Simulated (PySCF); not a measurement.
A structure optimised at PBE-D3(BJ)/def2-SVP, used in a PySCF frequency run:

```xyz
11

Mo     0.0000     0.0000     0.0682
F      0.2984     1.2579    -1.3201
F     -0.2984    -1.2579    -1.3201
O      1.7704    -0.7345    -0.0836
H      1.8675    -1.3638    -0.8278
O     -1.7704     0.7345    -0.0836
H     -1.8675     1.3638    -0.8278
O      0.8186     1.1121     1.3235
H      1.7801     1.2849     1.3575
O     -0.8186    -1.1121     1.3235
H     -1.7801    -1.2849     1.3575
```

Q: Write its SMILES, formula and point group.

A: [OH][Mo]([OH])([OH])([OH])([F])[F], F₂H₄MoO₄, C2

Q: What are its rotational constants (standard atomic weights)?

A: 2.0061, 1.9248, 1.8954 GHz
